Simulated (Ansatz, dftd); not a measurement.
Reaction: SiH3S (SMILES S[SiH2], doublet) → SiH3S (SMILES [SiH3][S], doublet)
Each species at its own B3LYP-D3(BJ)/def2-TZVP minimum (Ansatz, a first-principles code).

Wanted: isomerisation energy (electronic), in kJ/mol. Radicals and triplets start from unrestricted determinants; spin-orbit coupling is neglected. Cores are frozen in correlated methods. Rows without X2C or -DK are non-relativistic. CBS(X,Y): correlation extrapolated as X^-3, Hartree-Fock from the larger set. A bracket is a step between two methods taken in the basis named. Functionals run without relativity, which enters their misses. Double hybrids freeze cores in their MP2 part. '+ core + X2C': CCSD(T) terms for core correlation (cc-pwCVTZ, 1s frozen past Ne) and scalar relativity (cc-pVTZ-DK).

Compared with CCSD(T)/CBS(cc-pV(T+d)Z,cc-pV(Q+d)Z) + [CCSDT(Q) - CCSD(T)]/cc-pV(T+d)Z + core + X2C (Ansatz): -1.5 kJ/mol.

Costs are rough ratios of core time, to one figure, on one kind of shared machine, summed over the single points of the molecules; atoms, geometries and frequencies are left out. The first row took roughly 7 core seconds; short runs hold start-up time.

```json
[
 {"level": "PBE0-D4/def2-TZVPD", "program": "Ansatz + dftd4", "cost relative to the first row": "1", "difference (kJ/mol)": "8.3"},
 {"level": "PBE-D3(BJ)/def2-TZVPD", "program": "Ansatz + dftd3", "cost relative to the first row": "1", "difference (kJ/mol)": "15.1"},
 {"level": "PBE/def2-TZVPD", "program": "Ansatz", "cost relative to the first row": "1", "difference (kJ/mol)": "14.3"},
 {"level": "B2PLYP/def2-TZVPD", "program": "Ansatz", "cost relative to the first row": "1", "difference (kJ/mol)": "-2.6"},
 {"level": "wB97M-V/def2-TZVPD", "program": "Ansatz", "cost relative to the first row": "3", "difference (kJ/mol)": "-2.7"},
 {"level": "CCSDT(Q)/cc-pV(D+d)Z", "program": "Ansatz", "cost relative to the first row": "20", "difference (kJ/mol)": "-5.9"},
 {"level": "CCSDT(Q)/cc-pV(T+d)Z", "program": "Ansatz", "cost relative to the first row": "900", "difference (kJ/mol)": "-2.5"}
]
```

The dearest row costs roughly 900 times the first. Costs within a factor of two don't rank. The table holds for this case alone.
